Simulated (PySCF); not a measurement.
Compound: H5NO2Si.
Numbering: `[NH2:1][SiH:2]([OH:3])[OH:4]` (hydrogens: H5, H6 on N1; H7 on Si2; H8 on O3; H9 on O4)

Theory: PBE0-D3(BJ)/def2-SVP geometry optimisation, gas phase (PySCF).

Q: List the bond lengths, angles and torsions at this level.

A: 
```
          bond  length (Å)   order
        N1–Si2       1.712  single
Si2–O3, Si2–O4       1.661  single
  N1–H5, N1–H6       1.014  single
        Si2–H7       1.489  single
  O3–H8, O4–H9       0.961  single
```

Bonds in one row agree within 0.01 Å and their mean is given. Orders are formal, as drawn. A selection of angles:
```
    angle  degrees
Si2–N1–H5    121.0
Si2–N1–H6    119.5
 H5–N1–H6    111.4
N1–Si2–O3    112.2
N1–Si2–O4    112.5
N1–Si2–H7    105.4
O3–Si2–O4    103.3
O3–Si2–H7    112.0
Si2–O3–H8    115.7
```

Torsions: H8–O3–Si2–N1 -46° (synclinal); H9–O4–Si2–N1 -140° (anticlinal). The mirror-image conformer, all signs reversed, is as good.

Si2 (oxygen-bound silicon) is distorted tetrahedral (angles from 103.3° to 112.5°). N1 (silicon-bound nitrogen) has angles 121.0°, 119.5° and 111.4°, sum 351.8°, 0.20 Å off the plane of its three neighbours.

Stationary, but not proved a minimum. The numbers are those of one conformer (H–N1–Si2–O3 -71° and 143°, N1–Si2–O3–H -46°, N1–Si2–O4–H -140°).
